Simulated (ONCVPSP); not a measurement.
Reading a pseudo-wave (Sc)

Columns: radius, all-electron u(r) and pseudo u(r) of the 4s shell (level -6.87 eV) of scandium in the configuration [Ar] 3d1 4s1.5; PBE, scalar-relativistic, ONCV scheme, ONCVPSP 4.0.1.

| r (bohr) | all-electron | pseudo |
| --- | --- | --- |
| 0.143 | 0.0919 | 0.0061 |
| 0.285 | 0.1397 | 0.0132 |
| 0.428 | -0.0194 | 0.0229 |
| 0.570 | -0.1761 | 0.0362 |
| 0.713 | -0.2591 | 0.0550 |
| 0.855 | -0.2649 | 0.0797 |
| 0.998 | -0.2139 | 0.1110 |
| 1.140 | -0.1296 | 0.1477 |
| 1.283 | -0.0293 | 0.1892 |
| 1.425 | 0.0733 | 0.2336 |
| 1.568 | 0.1719 | 0.2801 |
| 1.710 | 0.2608 | 0.3273 |
| 1.853 | 0.3391 | 0.3750 |
| 1.995 | 0.4051 | 0.4214 |
| 2.138 | 0.4599 | 0.4655 |
| 2.280 | 0.5035 | 0.5047 |
| 2.423 | 0.5375 | 0.5376 |
| 2.565 | 0.5624 | 0.5624 |
| 2.708 | 0.5796 | 0.5796 |
| 2.850 | 0.5896 | 0.5896 |
| 2.992 | 0.5936 | 0.5936 |
| 3.135 | 0.5921 | 0.5921 |
| 3.278 | 0.5859 | 0.5859 |
| 3.420 | 0.5757 | 0.5757 |
| 3.563 | 0.5622 | 0.5622 |
| 3.705 | 0.5460 | 0.5460 |

Q: How many radial nodes do the two functions have?

A: The all-electron 4s function has n − l − 1 = 3 (the table is too coarse to show those close to the nucleus); the pseudo-wave has 0, since the states of the same l below it are removed with the core.

Q: At about which radius was the pseudo-wave matched?

A: 2.55 bohr, where the columns begin to agree (steps of 0.14 bohr).

Q: Where does each function peak?

A: Outermost all-electron maximum near 2.99 bohr, pseudo maximum near 2.99 bohr (to the table’s step).

Q: Is the pseudo-wave norm-conserving?

A: Yes: the ONCV scheme keeps the norm inside the radius equal to the all-electron one, which fixes the energy derivative of the logarithmic derivative at the level.
